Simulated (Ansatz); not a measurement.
Program: Ansatz. Geometries: PBE0-D4/def2-TZVP. ΔE: electronic, gas phase. CCSD(T)/CBS adds triple-zeta CCSD(T) − MP2 to the extrapolated MP2 energy (def2 sets, frozen cores). This one scheme is used for every species. Functionals use def2-TZVPP. B3LYP here is the variant with VWN-RPA as its local correlation; programs differ in this. HSE06 is defined as in plane-wave codes.

Consider the hydrogenolysis of the Si–F bond: `F[SiH]([SiH3])Cl` + H₂ → `[SiH3][SiH2]Cl` + H–F.

```json
{"level": "PBE-D4", "ΔE (kcal/mol)": "26.3", "difference from CCSD(T)/CBS": "-0.7"}
{"level": "PBE0-D4", "ΔE (kcal/mol)": "25.6", "difference from CCSD(T)/CBS": "-1.4"}
{"level": "r2SCANh-D4", "ΔE (kcal/mol)": "28.6", "difference from CCSD(T)/CBS": "1.6"}
{"level": "BHLYP-D4", "ΔE (kcal/mol)": "28.2", "difference from CCSD(T)/CBS": "1.2"}
{"level": "ωB97X-V", "ΔE (kcal/mol)": "27.7", "difference from CCSD(T)/CBS": "0.7"}
{"level": "r2SCAN", "ΔE (kcal/mol)": "29.1", "difference from CCSD(T)/CBS": "2.1"}
{"level": "B3LYP", "ΔE (kcal/mol)": "27.7", "difference from CCSD(T)/CBS": "0.7"}
{"level": "r2SCAN0", "ΔE (kcal/mol)": "27.8", "difference from CCSD(T)/CBS": "0.8"}
{"level": "HSE06", "ΔE (kcal/mol)": "25.2", "difference from CCSD(T)/CBS": "-1.8"}
{"level": "BHLYP", "ΔE (kcal/mol)": "27.7", "difference from CCSD(T)/CBS": "0.7"}
{"level": "LC-ωPBE", "ΔE (kcal/mol)": "26.3", "difference from CCSD(T)/CBS": "-0.7"}
{"level": "HF/def2-SVP", "ΔE (kcal/mol)": "22.7", "difference from CCSD(T)/CBS": "-4.3"}
{"level": "HF/def2-TZVPP", "ΔE (kcal/mol)": "26.9", "difference from CCSD(T)/CBS": "-0.1"}
{"level": "HF/def2-QZVPP", "ΔE (kcal/mol)": "27.4", "difference from CCSD(T)/CBS": "0.4"}
{"level": "HF/CBS(def2)", "ΔE (kcal/mol)": "27.5", "difference from CCSD(T)/CBS": "0.5"}
{"level": "CCSD/CBS(def2)", "ΔE (kcal/mol)": "26.7", "difference from CCSD(T)/CBS": "-0.3"}
{"level": "CCSD(T)/CBS", "ΔE (kcal/mol)": "27.0", "difference from CCSD(T)/CBS": "0"}
```

(1) What do rigid-rotor, harmonic-oscillator terms from PBE0-D4/def2-TZVP frequencies (298.15 K, 1 bar) make of the CCSD(T)/CBS value? (Estimate.)

Largest T1 diagnostic among the species: 0.012.

Results:

(1) Ansatz gave: ΔZPE = +2.7 kcal/mol, ΔH = +29.3 kcal/mol, ΔS = 23 J/(mol·K), ΔG = +27.6 kcal/mol.

Leaving LDA and LC-ωPBE aside and taking each functional with its dispersion term where it has one, the values, not all of them listed here, spread over 3.7 kcal/mol, from HSE06-D4 to r2SCAN-D4. At CCSD(T), def2-SVP lies −3.2 kcal/mol from the extrapolated value and def2-TZVPP −0.4 kcal/mol. From r2SCAN to r2SCAN0 (25 % exact exchange), in def2-TZVPP and without D4, ΔE moves by −1.3 kcal/mol.
